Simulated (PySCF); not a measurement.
Estimate the missing entries of this data sheet.

Compound: H12N2Si4.
InChI=1S/H12N2Si4/c1-5(3)6(2)4/h5-6H,1-2H2,3-4H3/t5-,6+

Conformer (atom-mapped SMILES and torsion angles): `[NH2:1][Si@H:2]([SiH3:3])[Si@@H:4]([NH2:5])[SiH3:6]`: N1–Si2–Si4–N5 -174°, H–N1–Si2–Si3 -49°, H–N1–Si2–Si3 174°, H–N5–Si4–Si2 175°, H–N5–Si4–Si2 -47°.

| property | level | value |
| --- | --- | --- |
| point group of the GFN2-xTB geometry | GFN2-xTB | ? |
| rotational constants A, B, C of the GFN2-xTB geometry | GFN2-xTB | ? |
| dipole moment | wB97X-D/def2-SVPD | 0.13 D |
| HOMO energy | wB97X-D/def2-SVPD | -9.10 eV |
| LUMO energy | wB97X-D/def2-SVPD | 0.44 eV |
| lowest singlet excitation | TDDFT wB97X-D/def2-SVPD | 5.17 eV (240 nm, f = 0.013) |
| strongest line among the 8 lowest singlet transitions | TDDFT wB97X-D/def2-SVPD | S3 at 5.90 eV (210 nm, f = 0.330) |
| lowest triplet excitation (Tamm–Dancoff) | TDA wB97X-D/def2-SVPD | 4.82 eV |
| static isotropic polarisability | wB97X-D/def2-SVPD | 134.6 au |
| electronic spatial extent ⟨r²⟩ about the centre of nuclear charge | wB97X-D/def2-SVPD | ? |

The electronic properties come from PySCF, for the isolated species, density fitting.

Q: What are the rotational constants A, B, C of the GFN2-xTB geometry?

A: 2.452, 0.722, 0.592 GHz.

Q: The electronic spatial extent ⟨r²⟩ about the centre of nuclear charge?

A: 1965 bohr².

Q: Give the point group of the GFN2-xTB geometry.

A: C1.

The vertical singlet–triplet gap S1 − T1 is 0.35 eV (TDDFT singlet less Tamm–Dancoff triplet; S1: HOMO→LUMO, weight 0.88; T1: HOMO→LUMO, weight 0.79). The dipole matches unit charges of opposite sign 0.03 Å apart (1 e·Å = 4.8032 D). No computed singlet falls in the visible range (750 to 380 nm, 1.65 to 3.26 eV); S1 lies 1.91 eV above its blue end. The polarisability is 19.95 Å³ as a volume (1 au = 0.148185 Å³), or 1.64 au for each of the 82 electrons. The principal polarisabilities are 111.4, 121.2 and 171.3 au; their mean is the isotropic value. The rotational constants make it an asymmetric top with κ = (2B − A − C)/(A − C) = -0.86, nearer the prolate limit (−1).

One conformer stands for the species.
